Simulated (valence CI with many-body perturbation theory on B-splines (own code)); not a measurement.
## Pb69+: key properties

Level of theory: relativistic CI+MBPT: three valence electrons over a frozen Dirac-Fock core [Ne], radial functions for each j: 11 s, 11 p, 9 d, 7 f, 5 g, 2 h, 1 i, with the one-electron correlation potential Σ1, the two-electron term Σ2, the three-electron term Σ3, Breit, model QED; selected CI, second order for the rest (own B-spline code, finite nucleus).

No measured spectrum was set against this ion. As an estimate, large intervals hold to a few tenths of a per cent, small ones and those within an open d or f shell to about a per cent.

Levels are named by their leading jj configuration (3d3/2^4 stands for four electrons in 3d with j = 3/2), which in mixed levels can hold well under half, so a name can repeat and another be missing.

Rates and lifetimes use the calculated energies. Strong lines usually hold to 10 to 20 %, long lifetimes can be off by a factor of two.

(1) What is the ground level?

(2) What is the ionisation energy?

(3) Among levels below 16846 × 10³ cm⁻¹, which E1 lines absorb most strongly from the ground level?

(4) Name the longest-lived excited levels whose lifetime is computed, and their main decay.

(5) How well does LS coupling describe the low levels?

Answers

(1) (3s^2 3p1/2) J=1/2, composition 100 % 3s2 3p 2P°, g = 0.642.

(2) 8680.8 eV; NIST lists 8680 ± 50 eV (theoretical).

(3) to (3s^2 3d3/2) J=3/2 at 1.434 nm, f = 0.566; to (3s 3p1/2 3p3/2) J=1/2 at 1.520 nm, f = 0.237; to (3s 3p1/2 3p3/2) J=3/2 at 1.544 nm, f = 0.117.

(4) (3s 3p3/2 3d5/2) J=9/2 at 13915 × 10³ cm⁻¹ lives 1.03 ns, mostly by M1 to (3s 3p1/2 3d5/2) J=7/2.

(5) Among the lowest 20 levels the leading LS term, summed over configurations, holds 60 % on average. For single configurations the figures are 58 % in LS and 92 % in jj coupling. Terms mix most in the J = 3/2 level at 8558.5 × 10³ cm⁻¹, where the leading one holds 32 %.
